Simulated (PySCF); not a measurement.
CsCd: from constants to spectrum

PBE0 constants of CsCd, ²Σ⁺ (doublet), unpaired electrons σ ↑ (Cs def2-SVP with ECP46, Cd def2-SVP with ECP28; scalar-relativistic core potentials (PySCF 2.14); masses 132.9054 and 113.9034 u):

```
ωe              : 26.7 cm⁻¹
ωexe            : 0.308 cm⁻¹
Be              : 0.014198 cm⁻¹
αe              : 0.000166 cm⁻¹
D (centrifugal) : 1.61e-08 cm⁻¹
De to Cs + Cd   : 0.074 eV
```

Task: Give the vibrational terms G(v) and spacings up to v = 6.

Result: G(v) = ωe(v+½) − ωexe(v+½)².

```tsv
v	G(v) (cm⁻¹)	G(v) − G(v−1)	Bv (cm⁻¹)
0	13.3		0.01412
1	39.4	26.1	0.01395
2	64.8	25.5	0.01378
3	89.7	24.9	0.01362
4	113.9	24.2	0.01345
5	137.5	23.6	0.01328
6	160.5	23.0	0.01312
```

Task: How well does the Morse estimate ωe²/(4ωexe) reproduce De, and what is D0?

Result: It gives 0.072 eV, 97 % of the computed De. D0 = De − G(0) = 0.074 − 0.002 = 0.072 eV.

The bond is weak. Basis-set superposition, not corrected here, can be much of De in a small basis, most of all at correlated wavefunction levels. Functionals without a dispersion term scatter widely for such bonds, and LDA overbinds them. Spin–orbit coupling is left out. The state was picked by a PBE0 search and need not be the measured ground state.
